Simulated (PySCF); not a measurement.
## SMILES c1n(C#C)cc(OC)c1, C7H7NO

Geometry:
| atom | x (Å) | y (Å) | z (Å) |
| --- | --- | --- | --- |
| C1 | 3.553 | 1.026 | 0.248 |
| C2 | 2.505 | 0.461 | 0.103 |
| N3 | 1.337 | -0.165 | -0.060 |
| C4 | 1.178 | -1.491 | -0.343 |
| C5 | -0.157 | -1.757 | -0.433 |
| C6 | -0.843 | -0.537 | -0.193 |
| O7 | -2.201 | -0.443 | -0.208 |
| C8 | -2.726 | 0.836 | 0.041 |
| C9 | 0.099 | 0.430 | 0.035 |
| H10 | 4.469 | 1.516 | 0.376 |
| H11 | 2.025 | -2.137 | -0.459 |
| H12 | -0.619 | -2.699 | -0.642 |
| H13 | -3.809 | 0.737 | -0.021 |
| H14 | -2.448 | 1.195 | 1.038 |
| H15 | -2.382 | 1.560 | -0.706 |
| H16 | 0.012 | 1.475 | 0.255 |

Method: GIAO wB97X-D/pcSseg-1 magnetisability, rotational g tensor and spin-rotation constants, non-relativistic, gas phase (PySCF 2.14.0). Geometry: GFN2-xTB.

Task: How diamagnetic is it, and how anisotropic?

Result: Isotropic -1328 × 10⁻³⁰ J/T², or -80.0 × 10⁻⁶ cm³/mol; principal values -1657, -1192, -1136 × 10⁻³⁰ J/T², anisotropy 495 × 10⁻³⁰ J/T² (root of half the summed squared differences of the principal values). The susceptibility is in cgs units.

Task: Split it along the inertial axes a, b, c into diamagnetic and paramagnetic parts about the centre of mass, with the quadrupole moment.

Result: 
| axis | χ (10⁻⁶ cm³/mol) | diamagnetic (10⁻⁶ cm³/mol) | paramagnetic (10⁻⁶ cm³/mol) | summed x² of all electrons (Å²) | quadrupole Θ (D Å) |
| --- | --- | --- | --- | --- | --- |
| a | -69.4 | -394.7 | 325.3 | 281.4 | +6.11 |
| b | -70.8 | -1250.8 | 1180.1 | 79.6 | +4.57 |
| c | -99.8 | -1531.8 | 1432.0 | 13.4 | -10.68 |

Anisotropies 2χaa − χbb − χcc = +31.7 and 2χbb − χaa − χcc = +27.7 × 10⁻⁶ cm³/mol. Θ is traceless in Buckingham's convention.

Task: And the rotational g tensor?

Result: 
```tsv
axis	rotational constant (GHz)	g	nuclear part	electronic part
a	4.2809	-0.0439	0.6102	-0.6541
b	1.0207	-0.0094	0.5565	-0.5658
c	0.8285	+0.0072	0.5645	-0.5574
```
Asymmetric top; isotopes 12C, 1H, 14N, 16O; no vibrational averaging.
